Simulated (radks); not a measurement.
The numbers below are computed, except where a source is named.
Task: All-electron atom: Cs IV in [Kr] 4d10 5s2 5p4. Level of theory: scalar-relativistic Kohn-Sham, PBEsol, spin-polarised, spherical densities, finite nucleus; open shells are filled with parallel spins first (spin-orbit coupling, left out, can overturn this in heavy ions); Fermi nuclear charge, rms radius 4.8041 fm (a radial shooting solver on a logarithmic mesh with Libxc functionals). Some entries of the table are withheld. Estimate them.

orbital,occ.,eigenvalue (hartree),<r> (bohr),<r^2> (bohr^2)
1s up,1,-1315.995,0.02612,0.0009257
1s down,1,-1315.991,0.02612,0.0009257
2s up,1,-207.3758,0.1122,0.01484
2s down,1,-207.3737,0.1122,0.01484
2p up,3,-186.1815,0.09823,0.01178
2p down,3,-186.1781,0.09823,0.01178
3s up,1,-43.97778,0.2992,0.1023
3s down,1,-43.97427,0.2992,0.1023
3p up,3,-37.15634,0.2971,0.1024
3p down,3,-37.15239,0.2971,0.1023
3d up,5,-27.13318,0.2736,0.08844
3d down,5,-27.12941,0.2736,0.08843
4s up,1,-9.17934,0.6946,0.5446
4s down,1,-9.17168,0.6945,0.5444
4p up,3,-6.99618,0.7392,0.6218
4p down,3,-6.98810,0.7387,0.6208
4d up,5,-3.81747,0.8353,0.8119
4d down,5,-3.80578,0.8328,0.8062
5s up,1,-2.01491,(1),3.126
5s down,1,-1.95187,(2),3.117
5p up,3,-1.48329,1.909,4.092
5p down,1,-1.41779,1.917,4.136
6s up,0,-0.70194,(3),14.59
4f up,0,-0.69784,1.562,3.198
6s down,0,-0.67779,(4),15.09
4f down,0,-0.65853,1.537,3.134

Result: 
(1) 5s up <r> (bohr): 1.672
(2) 5s down <r> (bohr): 1.668
(3) 6s up <r> (bohr): 3.622
(4) 6s down <r> (bohr): 3.684
